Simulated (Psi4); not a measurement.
The Psi4 input:
```
memory 2 GB

molecule mol {
-1 1
  Cl    0.000000    0.000000    0.000000
}

set basis sto-3g
set reference rks

energy('b3lyp')
print_variables()
```

Problem. What does this run give for the total energy, number of basis functions?

Solution. 
| Quantity | Value |
|---|---|
| total energy | -455.0974 Eh |
| number of basis functions | 9 |

A gas-phase anion may not be bound at this level; its values then depend on the basis.
